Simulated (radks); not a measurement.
Neutral barium, [Xe] 6s2. Calculated with a radial shooting solver on a logarithmic mesh with Libxc functionals: non-relativistic Kohn-Sham, PBE, spin-polarised, spherical densities, point nucleus. Every spin shell is full or empty, so the densities are truly spherical. Functionals are evaluated on that one density, not self-consistently. Rank these orbital-free kinetic functionals by their error against the exact value of the orbitals, and give that value: Thomas-Fermi, TF + vW, TF + vW/9, TF + vW/5, LC94, APBEK, revAPBEK, Perdew 92, Thakkar, LKT, PG1, DePristo-Kress, Ernzerhof.

Answer. Exact: 7883.04 hartree. From best to worst, with 100 (|E| - |E exact|)/|E exact| (equal figures are ties): LC94 +0.04, APBEK +0.08, DePristo-Kress -0.14, revAPBEK +0.25, Ernzerhof -0.44, Thakkar -0.64, Perdew 92 -0.69, TF + vW/9 -0.70, TF + vW/5 +2.86, Thomas-Fermi -5.15, PG1 +14.37, LKT +18.34, TF + vW +34.90.
